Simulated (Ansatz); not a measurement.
Cartesian coordinates in Å:
```
C 0.601 -0.731 -0.769
B -0.113 0.538 -0.190
C -0.509 0.670 1.284
S -2.024 0.114 1.136
H 0.594 -1.596 -0.103
H 1.650 -0.459 -0.952
H 0.192 -1.022 -1.739
H -0.329 1.491 -0.888
H -0.062 0.995 2.222
```

Total charge 0; spin multiplicity 1.

Q: List the ωB97M-V/def2-TZVPP orbital energies in eV (Ansatz). (An estimate is asked.)

A: Computed: Occupied: -2427.15, -283.21, -280.71, -221.10, -187.86, -164.18, -164.17, -164.02, -25.59, -22.22, -19.18, -16.83, -14.55, -13.77, -13.47, -12.62, -11.95, -10.46, -9.09. Lowest empty: -0.39, 1.46, 2.47, 3.07, 3.49, 4.00, 4.53, 4.78.
